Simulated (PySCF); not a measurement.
# Trend along the fourth-period p block: MB anions

r²SCAN with double-zeta basis sets in PySCF, for the lowest determinant that a PBE0 search found; no spin–orbit coupling. De refers to high-spin ground-configuration atoms (the charge goes to the atom of lower measured ionisation energy or higher electron affinity, which is not always the lowest computed limit). A positive dipole points towards B; it is taken about the centre of mass and depends on that origin.

```json
{"M": "Ga", "basis": "aug-cc-pVDZ-PP/aug-cc-pVDZ", "charged atom": "Ga−", "state (unpaired electrons)": "quartet (σ ↑, π ↑↑)", "Re (Å)": "2.075", "ωe (cm⁻¹)": "524", "De (eV)": "3.30", "μ (D)": "-3.48"}
{"M": "Ge", "basis": "def2-SVPD", "charged atom": "Ge−", "state (unpaired electrons)": "triplet (σ ↑, π ↑)", "Re (Å)": "1.916", "ωe (cm⁻¹)": "727", "De (eV)": "3.79", "μ (D)": "-3.01"}
{"M": "As", "basis": "def2-SVPD", "charged atom": "As−", "state (unpaired electrons)": "doublet (σ ↑)", "Re (Å)": "1.797", "ωe (cm⁻¹)": "909", "De (eV)": "n/a", "μ (D)": "-2.31"}
{"M": "Se", "basis": "aug-cc-pVDZ-DK", "charged atom": "Se−", "state (unpaired electrons)": "singlet (closed shell)", "Re (Å)": "1.840", "ωe (cm⁻¹)": "803", "De (eV)": "5.29", "μ (D)": "-4.78"}
{"M": "Br", "basis": "aug-cc-pVDZ/aug-cc-pVDZ-PP", "charged atom": "Br−", "state (unpaired electrons)": "doublet (π ↑)", "Re (Å)": "2.119", "ωe (cm⁻¹)": "398", "De (eV)": "1.52", "μ (D)": "-6.32"}
```

The shortest bond is that of BAs⁻ (1.797 Å), the longest that of BBr⁻ (2.119 Å).

The rows differ in basis set, which adds steps of its own.

The state changes along the series, so neighbouring rows are not always alike in their bonding.

Spin–orbit coupling is left out. For an ion De counts to the pair picked by the measured ionisation energies or electron affinities, which need not be the lowest pair at this level. The highest Kohn–Sham level is positive in some of these anions. Much of that is self-interaction error, but it also means that the finite basis helps to hold the extra electron. States were picked by a PBE0 search and need not be the measured ground states.
